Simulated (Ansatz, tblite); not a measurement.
Cost and result up the ladder for trans-NiH2(NH3)2 (NiN2H8) (11 atoms). Total charge 0; singlet. Geometry: B3LYP-D4/def2-SVP.

```xyz
11

Ni   -0.0002    0.0001    0.0030
H    -0.7063    1.3930   -0.0626
N     1.6875    0.9145    0.0765
H     2.4936    0.2965    0.1686
H     1.6925    1.5727    0.8587
H     1.8085    1.4770   -0.7689
H     0.7064   -1.3928    0.0615
N    -1.6878   -0.9144   -0.0726
H    -1.7809   -1.5362    0.7335
H    -1.7158   -1.5154   -0.8994
H    -2.4976   -0.2950   -0.0984
```

Ansatz on 2 threads of Intel Xeon 6975P-C on a shared host; xTB runs through tblite on one thread. Times are rough, summed over both states, and most runs start from the orbitals of an earlier one. ωB97M-V/def2-TZVP serves as the yardstick here, not as an exact answer. The other state is a doublet.

The xTB rows come from tblite. B3LYP takes the VWN-RPA correlation. HSE06 is defined as in plane-wave codes, on full-range PBE exchange. HOMO above LUMO, or a gap near zero within one spin, warns that the state may not be the lowest or that an electron is smeared out.

Run but left out: HF/def2-TZVP, MP2/def2-TZVP, CCSD/def2-TZVP, CCSD(T)/def2-TZVP (singlet: restricted singlet, unstable towards broken spin symmetry).

Raw xTB energies of ions are shifted by several eV.

| level | functions | wall time | vertical IE (eV) | difference from ωB97M-V/def2-TZVP (eV) | remarks |
| --- | --- | --- | --- | --- | --- |
| GFN2-xTB | 25 | 0.009 s | 12.38 | 5.53 | – |
| GFN1-xTB | 33 | 0.011 s | 12.81 | 5.96 | – |
| PBE-D4/def2-TZVP | 155 | 5.1 s | 7.01 | 0.16 | gap within one spin near zero (+1 doublet) |
| revPBE-D4/def2-TZVP | 155 | 5.8 s | 6.99 | 0.14 | gap within one spin near zero (+1 doublet) |
| B3LYP-D4/def2-TZVP | 155 | 11 s | 6.93 | 0.08 | – |
| PBE0-D4/def2-TZVP | 155 | 12 s | 6.68 | -0.16 | – |
| HSE06-D4/def2-TZVP (with forces) | 155 | 12 s | 6.67 | -0.18 | – |
| r2SCAN-D4/def2-TZVP (with forces) | 155 | 13 s | 6.70 | -0.14 | – |
| r2SCAN0-D4/def2-TZVP | 155 | 18 s | 6.45 | -0.39 | – |
| ωB97M-V/def2-TZVP | 155 | 37 s | 6.85 | 0.00 | – |
